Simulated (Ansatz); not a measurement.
Potential energy curve for HF (cation, charge +1), doublet.

Method: full CI/aug-cc-pVDZ, frozen core run with Ansatz (an electronic-structure program).

**Question.** Relative to R = 1.01 Å, what are the energies at R = 0.76, 1.51, 2.19, 3.06 Å?

**Answer.** 195.2 kJ/mol at 0.76 Å, 135.8 kJ/mol at 1.51 Å, 282.6 kJ/mol at 2.19 Å, 329.5 kJ/mol at 3.06 Å.
